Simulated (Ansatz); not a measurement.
Geometry optimisation, Ansatz, RKS PBE0-D4/def2-SVP.

input.yaml

```yaml
crystal:
  periodic: [false, false, false]
  atoms:
    - { symbol: Ti, position_ang: [0.0, 0.0, 0.0] }
    - { symbol: Cl, position_ang: [0.0, 0.0, 2.72] }
    - { symbol: O, position_ang: [1.8106, 0.0, -0.6394] }
    - { symbol: H, position_ang: [2.1269, -0.9521, -0.756] }
    - { symbol: "N", position_ang: [-0.9703, 1.681, -0.686] }
    - { symbol: H, position_ang: [-1.9904, 1.6258, -0.9687] }
    - { symbol: H, position_ang: [-0.4498, 2.6017, -0.7565] }
    - { symbol: O, position_ang: [-0.9043, -1.5667, -0.6394] }
    - { symbol: H, position_ang: [-1.359, -2.0324, 0.133] }
    - { symbol: O, position_ang: [1.1643, 1.7558, 0.7] }
    - { symbol: H, position_ang: [1.9412, 1.4421, 1.264] }
    - { symbol: H, position_ang: [0.823, 1.2411, 1.9123] }
basis:
  gaussian: { orbitals: def2-SVP }
hamiltonian:
  xc: pbe0
  dispersion: d4
relax:
  f_tol: 0.15
  max_steps: 25
  restrain:
    - { distance: [0, 9], at: 1.92, k: 30.0 }
    - { distance: [11, 1], at: 1.37, k: 30.0 }
    - { distance: [0, 1], at: 3.57, k: 30.0 }
    - { distance: [11, 9], at: 2.21, k: 30.0 }
```

Run as:

```bash
$ ansatz run input.yaml --threads 4 --pin off --max-ram 5120MiB --backend cpu --events-out ev --progress --plain --runs-dir out
```

**Question.** Where does it end, and by what steps?

**Answer.** The forces met the threshold. The restraints hold the end off the free minimum; the threshold counts their pulls, which the force column leaves out. Restrained pairs: Ti1–O10 (2.22 → 1.89 Å), Cl2–H12 (1.69 → 1.33 Å), Ti1–Cl2 (2.72 → 3.58 Å), O10–H12 (1.36 → 2.20 Å). After 22 steps the energy has fallen by 3.191 eV (the restraints' own energy left out); H4 moved furthest, 1.50 Å.

| step | energy less start (eV) | largest force component (eV/Å) | accepted |
| --- | --- | --- | --- |
| 0 | 0.0000 | 5.588 | yes |
| 1 | -0.0917 | 4.614 | yes |
| 2 | -0.2135 | 4.206 | yes |
| 3 | -0.8653 | 2.500 | yes |
| 4 | -1.7932 | 2.161 | yes |
| 5 | -2.2685 | 1.945 | yes |
| 6 | -2.6209 | 1.299 | yes |
| 7 | -2.8499 | 1.118 | yes |
| 8 | -2.9490 | 1.014 | yes |
| 9 | -3.0005 | 0.908 | yes |
| 10 | -3.0520 | 0.856 | yes |
| 11 | -3.0696 | 0.870 | yes |
| 12 | -3.0727 | 0.894 | yes |
| 13 | -3.1180 | 0.766 | yes |
| 14 | -3.1160 | 1.103 | yes |
| 15 | -3.1294 | 0.920 | yes |
| 16 | -3.1491 | 0.846 | yes |
| 17 | -3.1626 | 0.814 | yes |
| 18 | -3.1600 | 1.025 | yes |
| 19 | -3.1701 | 0.900 | yes |
| 20 | -3.1835 | 0.817 | yes |
| 21 | -3.1620 | 1.263 | no |
| 22 | -3.1914 | 0.834 | yes |

```xyz
12
Properties=species:S:1:pos:R:3
Ti 0.541 0.360 -0.290
Cl -1.387 0.305 2.721
O 1.663 0.189 -1.662
H 1.889 -0.582 -2.192
N -0.884 1.448 -0.781
H -1.814 1.402 -0.369
H -0.834 2.169 -1.498
O -0.065 -1.219 0.248
H -0.538 -1.351 1.081
O 1.437 1.205 1.141
H 2.368 1.001 1.300
H -0.185 0.868 2.584
```

Run time: 67 s on 4 threads of Arm Neoverse V2, with other jobs on the host, peak memory 0.43 GiB.
